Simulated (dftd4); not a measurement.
CHCl (SMILES [CH]Cl), singlet, geometry from GFN2-xTB; D4 for tpss in dftd4.

Input for dftd4:
```
$ dftd4 mol.xyz --func tpss --charge 0 --json dftd4.json --noedisp

# file mol.xyz
3

C     -1.02555045     0.51141695     0.04925011
Cl     0.46670147    -0.16319083    -0.01323040
H     -1.78062225    -0.29425759    -0.07058381
```

It wrote (shortened):

```
                    ____  _____ _____     ____  _  _
      -------------|  _ \|  ___|_   _|---|  _ \| || |------------
     |             | | | | |_    | | ___ | | | | || |_           |
     |             | |_| |  _|   | ||___|| |_| |__   _|          |
     |             |____/|_|     |_|     |____/   |_|            |
     |             ===================================           |
     |            E. Caldeweyher, S. Ehlert & S. Grimme          |
     |          Mulliken Center for Theoretical Chemistry        |
     |                    University of Bonn                     |
      -----------------------------------------------------------

Rational (Becke-Johnson) damping: tpss-D4-ATM
---------------------
  s6         1.0000
  s8         1.7660
  s9         1.0000
  a1         0.4282
  a2         4.5426
 alp        16.0000
--------------------

Dispersion energy:      -1.4811932739373E-03 Eh

[Info] JSON dump of results written to 'dftd4.json'
```
